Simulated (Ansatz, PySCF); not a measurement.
Input for Ansatz (a program for electronic structure):
Ansatz 0.2 input:
```yaml
crystal:
  periodic: [false, false, false]
  atoms:
    - {symbol: Si, position_ang: [0.00000000, -0.00000000, 0.00000000]}
    - {symbol: F, position_ang: [0.88552320, 0.90402113, 0.92229500]}
    - {symbol: F, position_ang: [-0.91389002, -0.91243756, 0.88560507]}
    - {symbol: F, position_ang: [-0.89400971, 0.90408216, -0.91401078]}
    - {symbol: F, position_ang: [0.92237653, -0.89566573, -0.89388928]}
basis:
  gaussian:
    orbitals: STO-3G
magnetization: {spin_polarized: false}
correlation: {method: mp2, electrons: outside_noble_gas}
accuracy: high
```

**Question.** Write the same job for PySCF.

**Answer.** Several could match; the one computed here: 
```python
from pyscf import gto, scf, mp

mol = gto.Mole()
mol.atom = '''
    Si    0.000000   -0.000000    0.000000
    F     0.885523    0.904021    0.922295
    F    -0.913890   -0.912438    0.885605
    F    -0.894010    0.904082   -0.914011
    F     0.922377   -0.895666   -0.893889
'''
mol.basis = 'sto-3g'
mol.charge = 0
mol.spin = 0
mol.verbose = 4
mol.build()

mf = scf.RHF(mol)
mf.kernel()

pt = mp.MP2(mf, frozen=9)
pt.kernel()
print('E(MP2) = %.10f' % pt.e_tot)
```

Both were run: Ansatz gave -677.931931 Eh and PySCF -677.931931 Eh, 0.000 mEh apart.
